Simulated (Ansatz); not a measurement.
The cluster Hg3S2⁺, relaxed as a doublet with UKS PBE-D4/def2-SVP in Ansatz, starting from the GFN1-xTB geometry. Force threshold 0.02 eV/Å.

In the def2 sets Hg takes a core potential; there is no spin–orbit coupling. The structure comes from a short search, and lower isomers may exist.

Start:

```
atom    x (Å)    y (Å)    z (Å)
 Hg1   1.9592  -1.1827  -1.4239
 Hg2   1.9360   1.0408   0.1246
 Hg3  -2.3134   0.5900   2.4328
  S4  -0.8255   0.5535   0.0153
  S5  -0.7562  -1.0016  -1.1488
```

```json
{"step": "1", "energy (eV)": "-34182.3177", "largest force component (eV/Å)": "1.145", "SCF passes": "23"}
{"step": "2", "energy (eV)": "-34182.4973", "largest force component (eV/Å)": "0.386", "SCF passes": "31"}
{"step": "3", "energy (eV)": "-34182.5174", "largest force component (eV/Å)": "0.149", "SCF passes": "25"}
{"step": "4", "energy (eV)": "-34182.5339", "largest force component (eV/Å)": "0.043", "SCF passes": "28"}
{"step": "5", "energy (eV)": "-34182.5345", "largest force component (eV/Å)": "0.123", "SCF passes": "24"}
{"step": "6", "energy (eV)": "-34182.5414", "largest force component (eV/Å)": "0.048", "SCF passes": "24"}
{"step": "7", "energy (eV)": "-34182.5444", "largest force component (eV/Å)": "0.044", "SCF passes": "24"}
{"step": "8", "energy (eV)": "-34182.5457", "largest force component (eV/Å)": "0.015", "SCF passes": "25"}
{"step": "9", "energy (eV)": "-34182.5462", "largest force component (eV/Å)": "0.015", "SCF passes": "24"}
{"step": "10", "energy (eV)": "-34182.5465", "largest force component (eV/Å)": "0.011", "SCF passes": "24"}
{"step": "11", "energy (eV)": "-34182.5469", "largest force component (eV/Å)": "0.012", "SCF passes": "25"}
```

Force components are those of the run's own axes.

End:

```tsv
atom	x (Å)	y (Å)	z (Å)
Hg1	2.011	-1.200	-1.978
Hg2	2.205	1.172	-0.011
Hg3	-2.941	0.732	2.272
S4	-0.562	0.375	0.488
S5	-0.713	-1.078	-0.771
```

By distances, no bond broke or formed. The bond that changes most is Hg1–Hg2, from 2.71 to 3.09 Å (atoms count from 1).

The force fell under the threshold at step 8, but the optimiser went on. No frequencies were taken in this run, so the end may be a saddle point.

It took 23 s on 4 threads of Arm Neoverse V2 on a shared host.
